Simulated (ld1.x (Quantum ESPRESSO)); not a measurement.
The numbers below are computed, except where a source is named.
Potentials for zirconium compared

Generated with ld1.x 7.5 (TM, RRKJ, ultrasoft, PAW), atompaw 4.2 or ONCVPSP 4.0.1. The cutoff is in Ry: for ld1.x and atompaw files where the sum of valence levels is converged to 10 mRy in a Bessel basis, for ONCV files where the hardest occupied wave has 1 mHa per electron of residual kinetic energy. The error is the largest all-electron minus pseudo excitation energy over each file’s own four to seven test configurations (ionisations up to +4, promotions, holes and added fractions of an electron), all of which were solved. The labels leave out finer settings (local radius, basis sizes, second energies), which also bear on the numbers. Spin-polarised tests are not counted. The rows are a selection from randomly drawn settings: files with unsolved tests, undetermined cutoffs or missed reference levels are left out.

```tsv
potential	cutoff (Ry)	largest error (meV)	bound ghosts
PAW, Wu–Cohen, scalar-relativistic, rc 3.50/4.75/2.70 (spd), local smoothed, core correction yes, reference 4d2.5 5s1.5 5p0	12	-774	none
TM, LDA (PZ), scalar-relativistic, rc 2.45/1.25/2.40/2.50 (spdf), local s, core correction no, reference 4p6 4d2 5s2 5p0	60	-766	none
TM semilocal, LDA (PZ), scalar-relativistic, rc 2.35/3.65/2.35 (spd), local d, core correction yes, reference 4d2 5s1.75 5p0.25	25	-40	none
```

**Question.** Fill in the row for Zr: TM, PBEsol, fully relativistic, rc 2.15/3.45/1.70 (spd), local p, core correction yes, reference 4d2 5s1 5p0.

**Answer.** cutoff 35 Ry, largest error -431 meV, bound ghosts: none.

**Question.** Fill in the row for Zr: TM, LDA (PZ), fully relativistic, rc 3.35/1.50/2.75 (spd), local s, core correction yes, reference 4p6 4d2 5s2 5p0.

**Answer.** cutoff 45 Ry, largest error -866 meV, bound ghosts: none.
